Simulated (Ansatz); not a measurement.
TiOCl2 (TiCl2O). Charge 0, multiplicity 1. Geometry PBE-D4/def2-SVP, basis def2-TZVP, Ansatz.

```csv
run,HOMO (eV),LUMO (eV)
A,-7.82,-4.84
B,-7.75,-4.71
C,-8.01,-5.10
D,-11.65,-1.79
E,-7.66,-4.83
F,-9.26,-3.92
```

The runs used BLYP, LDA (SPW92), PBE, PBE0, revPBE, ωB97X-V. Estimate which is which.

A PBE (0 % exact exchange); B revPBE (0 % exact exchange); C LDA (SPW92) (0 % exact exchange); D ωB97X-V (range-separated); E BLYP (0 % exact exchange); F PBE0 (25 % exact exchange). Exact exchange lowers occupied and raises empty levels; among semilocal functionals meta-GGAs tend to open the gap a little, and such runs are hard to tell apart. The gap grows from 2.83 eV (BLYP) to 9.86 eV (ωB97X-V).
